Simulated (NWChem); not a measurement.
System: MgCl, doublet; SMILES [Mg][Cl]

Excerpt of the output:

```
             Northwest Computational Chemistry Package (NWChem) 7.3.0
             --------------------------------------------------------

 ORDER OF PRIMARY AXIS IS BEING SET TO 4
 C4V symmetry detected

                             Geometry "geometry" -> ""
                             -------------------------

 Output coordinates in angstroms (scale by  1.889725989 to convert to a.u.)

  No.       Tag          Charge          X              Y              Z
 ---- ---------------- ---------- -------------- -------------- --------------
    1 Mg                  12.0000     0.00000000     0.00000000    -1.29582148
    2 Cl                  17.0000     0.00000000     0.00000000     0.91469752

 Effective nuclear repulsion energy (a.u.)      48.8356620305

      Symmetry information
      --------------------

 Group name             C4v
 Group number             18
 Group order               8
 No. of unique centers     2

  pbe96 is a nonlocal functional; adding pw91lda local functional.

                                 NWChem DFT Module
                                 -----------------

 Summary of "ao basis" -> "ao basis" (spherical)
 ------------------------------------------------------------------------------
       Tag                 Description            Shells   Functions and Types
 ---------------- ------------------------------  ------  ---------------------
 Mg                         def2-svp                 8       18   4s3p1d
 Cl                         def2-svp                 8       18   4s3p1d

      Symmetry analysis of basis
      --------------------------

        a1         16
        a2          0
        b1          2
        b2          2
        e          16

            General Information
            -------------------
          SCF calculation type: DFT
          Wavefunction type:  spin polarized.
          No. of atoms     :     2
          No. of electrons :    29
           Alpha electrons :    15
            Beta electrons :    14
          Charge           :     0
          Spin multiplicity:     2
          Use of symmetry is: on ; symmetry adaption is: on
          Maximum number of iterations: 150
          AO basis - number of functions:    36
                     number of shells:    16
          Convergence on energy requested:  1.00D-06
          Convergence on density requested:  1.00D-05
          Convergence on gradient requested:  5.00D-04

              XC Information
              --------------
          PerdewBurkeErnzerhof Exchange Functional  1.000
            Perdew 1991 LDA Correlation Functional  1.000 local
           PerdewBurkeErnz. Correlation Functional  1.000 non-local

             Grid Information
             ----------------
          Grid used for XC integration:  medium
          Radial quadrature: Mura-Knowles
          Angular quadrature: Lebedev.
          Tag              B.-S. Rad. Rad. Pts. Rad. Cut. Ang. Pts.
          ---              ---------- --------- --------- ---------
          Mg                  1.50       88           8.0       590
          Cl                  1.00       88           9.0       590
          Grid pruning is: on
          Number of quadrature shells:   176
          Spatial weights used:  Erf1

      Superposition of Atomic Density Guess
      -------------------------------------

 Sum of atomic energies:        -658.85832991

      Non-variational initial energy
      ------------------------------

 Total energy =    -658.943023
 1-e energy   =   -1011.367899
 2-e energy   =     303.589214
 HOMO         =      -0.169792
 LUMO         =       0.065070

   Symmetry analysis of molecular orbitals - initial alpha
   -------------------------------------------------------

 !! scf_movecs_sym_adapt:    4 vectors were symmetry contaminated

  Symmetry fudging

 !! scf_movecs_sym_adapt:    4 vectors were symmetry contaminated

  Numbering of irreducible representations:

     1 a1          2 a2          3 b1          4 b2          5 e

  Orbital symmetries:

     1 a1          2 a1          3 a1          4 a1          5 e
     6 e           7 a1          8 a1          9 e          10 e
    11 a1         12 a1         13 e          14 e          15 a1
    16 e          17 e          18 a1         19 a1         20 b1
    21 b2         22 e          23 e          24 a1         25 e

   Symmetry analysis of molecular orbitals - initial beta
   ------------------------------------------------------

 !! scf_movecs_sym_adapt:    4 vectors were symmetry contaminated

  Symmetry fudging

 !! scf_movecs_sym_adapt:    4 vectors were symmetry contaminated

  Numbering of irreducible representations:

     1 a1          2 a2          3 b1          4 b2          5 e

  Orbital symmetries:

     1 a1          2 a1          3 a1          4 a1          5 e
     6 e           7 a1          8 a1          9 e          10 e
    11 a1         12 a1         13 e          14 e          15 a1
    16 e          17 e          18 a1         19 a1         20 b1
    21 b2         22 e          23 e          24 a1         25 e

     ---------------------------------------------
      Total Density - Mulliken Population Analysis
     ---------------------------------------------

    Atom       Charge   Shell Charges
 -----------   ------   -------------------------------------------------------
    1 Mg  12    11.36   2.00  1.99  0.76  0.37  5.98  0.09  0.09  0.07
    2 Cl  17    17.64   2.00  1.99  1.24  0.72  5.94  2.23  3.52  0.00

     --------------------------------------------
      Spin Density - Mulliken Population Analysis
     --------------------------------------------

    Atom       Charge   Shell Charges
 -----------   ------   -------------------------------------------------------
    1 Mg  12     0.90   0.00  0.00  0.47  0.37  0.00  0.02  0.04  0.00
    2 Cl  17     0.10   0.00  0.00  0.01 -0.01  0.00  0.04  0.05  0.00

   convergence    iter        energy       DeltaE   RMS-Dens  Diis-err
 ---------------- ----- ----------------- --------- --------- ---------
 d= 0,ls=0.0,diis     1   -659.7534972380 -7.09D+02  2.17D-02  6.15D-02
                                                     1.95D-02  5.74D-02
 d= 0,ls=0.0,diis     2   -659.6687120982  8.48D-02  1.16D-02  1.59D-01
                                                     1.62D-02  1.65D-01
 d= 0,ls=0.0,diis     3   -659.7901094379 -1.21D-01  1.90D-03  5.70D-03
                                                     1.98D-03  5.56D-03
 d= 0,ls=0.0,diis     4   -659.7938297988 -3.72D-03  5.06D-04  9.22D-05
                                                     4.29D-04  8.46D-05
 d= 0,ls=0.0,diis     5   -659.7938987323 -6.89D-05  1.01D-04  1.69D-05
                                                     8.85D-05  1.69D-05
  Resetting Diis
 d= 0,ls=0.0,diis     6   -659.7939085741 -9.84D-06  3.53D-05  7.05D-07
                                                     3.70D-05  6.76D-07
 d= 0,ls=0.0,diis     7   -659.7939092511 -6.77D-07  6.30D-06  5.54D-09
                                                     6.37D-06  5.63D-09

         Total DFT energy =     -659.793909251122
      One electron energy =    -1012.288756369567
           Coulomb energy =      348.070809692437
    Exchange-Corr. energy =      -44.411624604465
 Nuclear repulsion energy =       48.835662030473

 Numeric. integr. density =       28.999999961416

                  Occupations of the irreducible representations
                  ----------------------------------------------

                     irrep           alpha         beta
                     --------     --------     --------
                     a1                9.0          8.0
                     a2                0.0          0.0
                     b1                0.0          0.0
                     b2                0.0          0.0
                     e                 6.0          6.0

                    DFT Final Alpha Molecular Orbital Analysis
                    ------------------------------------------

 Vector   13  Occ=1.000000D+00  E=-2.539656D-01  Symmetry=e
              MO Center= -2.4D-17,  7.4D-17,  8.0D-01, r^2= 1.4D+00
   Bfn.  Coefficient  Atom+Function         Bfn.  Coefficient  Atom+Function
  ----- ------------  ---------------      ----- ------------  ---------------
    30      0.563207  2 Cl py                27      0.427457  2 Cl py
    24      0.250287  2 Cl py                29      0.217240  2 Cl px
    26      0.164879  2 Cl px                12      0.103103  1 Mg py
    23      0.096541  2 Cl px                 9      0.066590  1 Mg py
    15      0.066597  1 Mg d -1               6      0.044675  1 Mg py

 Vector   14  Occ=1.000000D+00  E=-2.539656D-01  Symmetry=e
              MO Center=  1.9D-17,  2.1D-16,  8.0D-01, r^2= 1.4D+00
   Bfn.  Coefficient  Atom+Function         Bfn.  Coefficient  Atom+Function
  ----- ------------  ---------------      ----- ------------  ---------------
    29      0.563207  2 Cl px                26      0.427457  2 Cl px
    23      0.250287  2 Cl px                30     -0.217240  2 Cl py
    27     -0.164879  2 Cl py                11      0.103103  1 Mg px
    24     -0.096541  2 Cl py                 8      0.066590  1 Mg px
    17     -0.066597  1 Mg d  1               5      0.044675  1 Mg px

 Vector   15  Occ=1.000000D+00  E=-1.796920D-01  Symmetry=a1
              MO Center= -3.4D-16, -7.9D-18, -1.8D+00, r^2= 3.5D+00
   Bfn.  Coefficient  Atom+Function         Bfn.  Coefficient  Atom+Function
  ----- ------------  ---------------      ----- ------------  ---------------
     3      0.724509  1 Mg s                  2      0.296529  1 Mg s
    31      0.262745  2 Cl pz                 4      0.250249  1 Mg s
    13     -0.222128  1 Mg pz                10     -0.210553  1 Mg pz
    28      0.174905  2 Cl pz                 7     -0.123070  1 Mg pz
    25      0.101292  2 Cl pz                21     -0.061531  2 Cl s

[...]
```

Level: PBE/def2-SVP, spin-unrestricted. All runs use the structure optimised with PBE0-D3(BJ)/def2-TZVP, spin-unrestricted. The spin multiplicity was typed, not searched, and may not be the lowest. No stability test was run on the SCF state.

Problem. Reconstruct the input file.

Solution. One answer among several that fit: the input that was run:
```
start job
memory heap 200 mb stack 900 mb global 1100 mb
geometry units angstroms noautoz
  Mg     0.000000     0.000000    -1.291708
  Cl     0.000000     0.000000     0.918811
end
basis spherical
  Mg library def2-svp
  Cl library def2-svp
end
dft
  odft
  mult 2
  xc xpbe96 cpbe96
  iterations 150
  mulliken
end
task dft energy
```
